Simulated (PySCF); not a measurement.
From one molecule to another.

First species: trifluoromethanesulfonic acid, CHF₃O₃S.
SMILES: `O=S(=O)(O)C(F)(F)F`

Second species: C4H8F2O2.
SMILES: `COC[C@H](F)OCF`

Levels: CAM-B3LYP/def2-SVPD for dipole moment, HOMO energy, LUMO energy, HOMO–LUMO gap, static isotropic polarisability and electronic spatial extent ⟨r²⟩ about the centre of nuclear charge; TDDFT CAM-B3LYP/def2-SVPD for lowest singlet excitation; TDA CAM-B3LYP/def2-SVPD for lowest triplet excitation (Tamm–Dancoff); GFN2-xTB for rotational constant A and rotational constant C. Geometries: GFN2-xTB. Each species is one conformer at its optimised geometry, gas phase, non-relativistic unless stated. Electronic properties by PySCF.

The conformers computed, where there is a choice (atom-mapped SMILES and torsion angles):
- `[O:1]=[S:2](=[O:3])([OH:4])[C:5]([F:6])([F:7])[F:8]`: O1–S2–C5–F6 -56°, H–O4–S2–O1 11°
- `[CH3:1][O:2][CH2:3][C@H:4]([F:5])[O:6][CH2:7][F:8]`: C1–O2–C3–C4 74°, O2–C3–C4–F5 -85°, C3–C4–O6–C7 -172°, C4–O6–C7–F8 71°

Question: Which has the higher T1 energy?

Answer: The first: 8.11 eV against 7.39 eV, a difference of 0.72 eV.

Question: Which of the two has the higher dipole moment, and by how much?

Answer: The first: 2.76 D against 1.31 D, a difference of 1.45 D.

Question: Which has the higher rotational constant C?

Answer: The first: 1.547 GHz against 0.926 GHz, a difference of 0.621 GHz.

Question: Which has the higher HOMO–LUMO gap?

Answer: The first: 11.77 eV against 10.66 eV, a difference of 1.11 eV.

Question: Which of the two has the higher ⟨r²⟩, and by how much?

Answer: The second: 1251 bohr² against 855 bohr², a difference of 396 bohr².

Question: Which of the two has the higher rotational constant A, and by how much?

Answer: The second: 4.455 GHz against 2.673 GHz, a difference of 1.782 GHz.

Question: Which has the higher LUMO energy?

Answer: The second: 1.33 eV against 0.16 eV, a difference of 1.17 eV.

Question: Which has the higher S1 energy?

Answer: The first: 8.53 eV against 7.60 eV, a difference of 0.93 eV.

On the first: The principal polarisabilities are 44.2, 46.5 and 48.2 au; their mean is the isotropic value. The polarisability is 6.86 Å³ as a volume (1 au = 0.148185 Å³), or 0.63 au for each of the 74 electrons.

On the second: The principal polarisabilities are 54.9, 56.1 and 72.6 au; their mean is the isotropic value. S1 lies 3.06 eV below the HOMO–LUMO gap; its leading configuration is HOMO→LUMO, weight 0.43, beside HOMO→LUMO+1, weight 0.41.
